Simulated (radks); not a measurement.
The numbers below are computed, except where a source is named.
Task: Coulomb parameter of the 5d shell of the iridium ion Ir+ in the model configuration [Xe] 4f14 5d6 6s1 6p1, as a second difference U = [E(n + 0.25) + E(n - 0.25) - 2 E(n)] / (0.25)^2 with all orbitals relaxed. "Bare": the charge of the atom changes with n. "Screened": the 6p shell takes up the change at fixed total charge, which measures U(5d,5d) + U(6p,6p) - 2 U(5d,6p). Level of theory: scalar-relativistic Kohn-Sham, BLYP, spin-unpolarised, spherical densities, point nucleus (a radial shooting solver on a logarithmic mesh with Libxc functionals). Estimate both.

Result: U(bare) = 10.997 eV, U(screened by 6p) = 2.390 eV, against the Slater integral F0(5d,5d) = 15.347 eV with frozen orbitals.
